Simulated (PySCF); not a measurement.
NbO3, SMILES [O]=[Nb](=[O])=[O] (connectivity only; charge and spin as stated), neutral, multiplicity 2. Geometry optimised at PBE0-D3(BJ)/def2-TZVP. The multiplicity is an assumed one; other spin states were not compared. The def2 effective core potentials stand for the cores of Nb; spin–orbit coupling is left out.

Calculation: PBE0-D3(BJ)/def2-TZVP in PySCF.

Harmonic wavenumbers (cm⁻¹): 168, 203, 318, 621, 952, 1007. Rotational constants (GHz): 6.877, 5.928, 3.681; symmetry number 1.

Q: Work out the zero-point energy and the ideal-gas rigid-rotor harmonic-oscillator thermochemistry at 298.15 K and 1 atm.

A: ZPE = ½ Σ hcν = ½ × 3270 cm⁻¹ = 4.67 kcal/mol. H − E(el) = 8.17 kcal/mol. Entropy in cal/(mol K): translation 40.74, rotation 25.17, vibration 6.50, spin 1.38, total 73.80. G − E(el) = -13.83 kcal/mol. Cp = 15.09 cal/(mol K).
